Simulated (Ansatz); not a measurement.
System: C$_{4}$H$_{9}$O$_{2}$, charge 0, multiplicity 2. It need not be the lowest isomer of its formula. 
Structure (B3LYP-D3(BJ)/def2-TZVP (Ansatz, a quantum-chemistry and plane-wave program) minimum search):
```
C
O 1 1.3583
O 1 1.3783 2 111.71
C 3 1.4186 1 116.08 2 166.42
H 4 1.0882 3 106.60 1 -169.77
H 4 1.0936 5 108.94 3 120.58
H 4 1.0938 5 109.60 6 119.44
C 2 1.4259 1 116.43 3 -47.48
H 8 1.0878 2 106.07 1 -172.05
H 8 1.0900 9 109.88 2 120.38
H 8 1.0935 9 109.80 10 120.26
C 1 1.4941 2 112.44 8 176.38
H 12 1.0886 1 109.46 2 -49.02
H 12 1.0893 13 108.38 1 121.75
H 12 1.0997 13 108.28 14 117.12
```
Charge 0, spin multiplicity 2.

Total electronic energies in hartree. Valence correlation only, unless marked. Open shells are spin-unrestricted. Spin-orbit coupling is left out. No relativistic terms. CBS(X,Y): correlation extrapolated as X^-3; Hartree-Fock from the larger set. The bracket is a focal-point correction in the basis named.

| level | program | energy (Eh) |
|---|---|---|
| HF/cc-pVQZ | Ansatz | -306.50710 |
| revPBE-D4/def2-TZVPD | Ansatz + dftd4 | -308.27256 |
| PBE0/STO-3G | Ansatz | -303.93249 |
| PBE0-D3(BJ)/def2-TZVPD | Ansatz + dftd3 | -307.99023 |
| wB97X-V/def2-TZVPD | Ansatz | -308.24066 |
| PBE-QIDH/def2-TZVPD | Ansatz | -307.92955 |
| MP2/cc-pwCVTZ | Ansatz | -307.64503 |
| CCSD(T)/6-31G | Ansatz | -306.88144 |
| RI-MP2/CBS(cc-pVTZ,cc-pVQZ)+[CCSD(T)-MP2]/cc-pVTZ | Ansatz | -307.8804 |

Totals of different functionals don't rank their quality; only differences between species are comparable.
